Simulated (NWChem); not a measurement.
Molecule: MoNHOClF; SMILES [O]=[Mo]([Cl])(=[NH])[F]

Program: NWChem. Medium grid unless said otherwise, to which SCAN and Minnesota functionals are sensitive. The geometry was optimised at PBE0/def2-SVP. def2 effective core potentials on Mo; no spin-orbit coupling. Hybrids' shares of exact exchange are those that their runs print; pure functionals count as 0. The functionals differ in more than this share.

| row | share of exact exchange | highest occupied level (eV) |
|---|---|---|
| PBE/def2-SVP | 0.00 | -7.42 |
| PW91/def2-SVP | 0.00 | -7.49 |
| B3LYP/def2-SVP | 0.20 | withheld |
| r2SCAN0/def2-SVP | 0.25 | -9.22 |
| PW6B95/def2-SVP | 0.28 | -9.03 |
| M05-2X/def2-SVP | 0.56 | -10.40 |

Task: Fit a straight line of the last column on the one before it, predict the withheld value, and compare with the run.

Result: 
1. Means of the 5 shown rows: x = 0.218, y = -8.712. Slope Σ(x − x̄)(y − ȳ)/Σ(x − x̄)² = -1.161/0.2169 = -5.355; intercept -7.545.
2. The shown rows scatter about the line by 0.175 (root mean square); the largest residual is -0.34, at r2SCAN0/def2-SVP.
3. At x = 0.20 (B3LYP/def2-SVP; inside the shown range) the line gives -8.62.
4. The run gives -8.61, +0.01 from the line, 0.1 times the scatter.
